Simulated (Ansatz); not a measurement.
(MgSe)n: PBE-D4/def2-SVP single points in Ansatz on relaxed structures, gas phase. Each cluster is the lowest isomer that a short search found in that spin, judged at the geometry's level, and lower ones may exist. Binding counts from free atoms in the multiplicity of their measured ground term, without zero-point energy. The structures are stationary points that may keep the symmetry of their start.

```json
{"species": "(MgSe)2 ring (Mg2Se2)", "atoms": "4", "state": "singlet", "geometry": "PBE0-D4/def2-SVP", "HOMO (eV)": "-4.89", "LUMO (eV)": "-3.36", "gap (eV)": "1.53", "binding per atom (eV)": "2.19", "point group (within 0.1 Å)": "D2h"}
{"species": "Mg9Se9", "atoms": "18", "state": "singlet", "geometry": "PBE-D4/def2-SVP", "HOMO (eV)": "-5.28", "LUMO (eV)": "-3.35", "gap (eV)": "1.93", "binding per atom (eV)": "2.98", "point group (within 0.1 Å)": "–"}
```

Problem. Estimate the rows for (MgSe)5 ring (Mg5Se5) (singlet, PBE-D4/def2-SVP geometry).

Solution. 
| species | atoms | state | geometry | HOMO (eV) | LUMO (eV) | gap (eV) | binding per atom (eV) | point group (within 0.1 Å) |
| --- | --- | --- | --- | --- | --- | --- | --- | --- |
| (MgSe)5 ring (Mg5Se5) | 10 | singlet | PBE-D4/def2-SVP | -5.71 | -3.28 | 2.43 | 2.59 | – |

The gap (eV) runs from 1.53 ((MgSe)2 ring) to 2.43 ((MgSe)5 ring). The binding per atom (eV) runs from 2.19 ((MgSe)2 ring) to 2.98 (Mg9Se9).
